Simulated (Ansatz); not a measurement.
The molecule ZrSb, multiplicity 2 (lowest of 2S+1 = 2, 4, 6, 8 at PBE0/def2-TZVPP; our sources give no spin for the ground state, which may be another). No spin–orbit coupling.

Seven points along R, fitted to fifth degree in 1/R; most abundant isotopes. Runs in def2 and cc sets follow the lowest solution found near the PBE0 minimum.

Programs: Ansatz (Gaussian basis) for Hartree–Fock, density functionals and correlated methods. Each number belongs to the level named beside it. In def2 rows elements past Kr take small-core potentials, without spin–orbit coupling.

Energies at SVWN5/def2-TZVPP:

```csv
R (Å),E (hartree)
2.337444,-286.74275777
2.400279,-286.74955806
2.458086,-286.75253369
2.523434,-286.75288703
2.588782,-286.75073456
2.664184,-286.74590601
2.752152,-286.73803339
```

**Question.** With a reduced mass of 51.5625 u, find the minimum, the force constant and the constants.

**Answer.** A fifth-degree polynomial in 1/R puts the minimum at r_e = 2.4983 Å with force constant 281 N/m. Then ω_e = (1/2πc)√(k/μ) = 304 cm⁻¹ and B_e = h/(8π²cμr_e²) = 0.05238 cm⁻¹; the cubic and quartic terms give α_e = 0.00012 and ω_e x_e = 0.55 cm⁻¹.

Ansatz is a program for electronic structure.
